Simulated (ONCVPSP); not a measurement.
# Sc (Z = 21): one change to an ONCV potential, before and after

```
Element                 : scandium
Generator               : ONCVPSP 4.0.1
Type                    : optimised norm-conserving Vanderbilt (ONCV)
Functional              : LDA (Perdew-Zunger)
Relativity              : scalar-relativistic
Frozen core             : [Ar]
Valence charge          : 3
Reference configuration : 3d1 4s2
Partial waves           : 4s: rc 2.90 bohr, ncon 3, nbas 6, qcut 2 1/bohr, 2 projectors, debl 3.1 Ha; p scattering state at 0.47 Ha: rc 2.65 bohr, ncon 5, nbas 10, qcut 3.6 1/bohr, 1 projector; 3d: rc 2.50 bohr, ncon 4, nbas 9, qcut 7.4 1/bohr, local; f scattering state at 0.15 Ha: rc 2.90 bohr, ncon 4, nbas 7, qcut 4 1/bohr, 2 projectors, debl 0.7 Ha
Local potential         : the d channel
Core correction         : polynomial model core, fcfact 0.7
```

Change: f: qcut 3.3.

Cutoffs: the cutoffs (Ha) at which the residual kinetic energy of the hardest occupied pseudo-wave falls to 1 and 0.1 mHa per electron; they do not see the model core or the augmentation charge, which bear on the density cutoff. Errors are all-electron minus pseudo energies relative to the spin-unpolarised reference configuration.

Question: How do hardness, ghosts and transferability respond?

Answer: The potential gets neither clearly harder nor softer (17 Ha and 20 Ha → 17 Ha and 20 Ha); the bound ghost in f disappears; the errors of the 3 common tests hardly move; the range in which the f phases agree narrows (upper end 2.4 → 1.1).

```tsv
quantity	base	changed
cutoff, loose	17 Ha	17 Ha
cutoff, tight	20 Ha	20 Ha
bound ghosts	f	none
GHOST(+) flags under 300 eV	p at 2.8 eV, s at 12.8 eV	p at 2.8 eV, s at 12.8 eV, f at 29.3 eV
tests with a reliable result	3 of 4	3 of 4
error for 3d1 4s1, meV [ΔE 7.07 eV]	-2.1	-2.1
error for 3d1 4s0, meV [ΔE 20.03 eV]	-44	-44
error for 3d1 4s1.5, meV [ΔE 2.82 eV]	-0.1	-0.1
s: phases at 2.94 bohr within 0.05 rad from the reference energy up to (Ha; the scan ends near 5)	0.4	0.4
p: phases at 2.69 bohr within 0.05 rad from the reference energy up to (Ha; the scan ends near 5)	2.3	2.3
d: phases at 2.53 bohr within 0.05 rad from the reference energy up to (Ha; the scan ends near 5)	0.2	0.2
f: phases at 2.94 bohr within 0.05 rad from the reference energy up to (Ha; the scan ends near 5)	2.4	1.1
rms error of d²Exc/dni dnj with the model core, mHa	5.78	5.78
```

 A true bound ghost makes a file unfit for plane-wave use even where its test errors are small: the radial tests pick states by their node count and pass the ghost by.
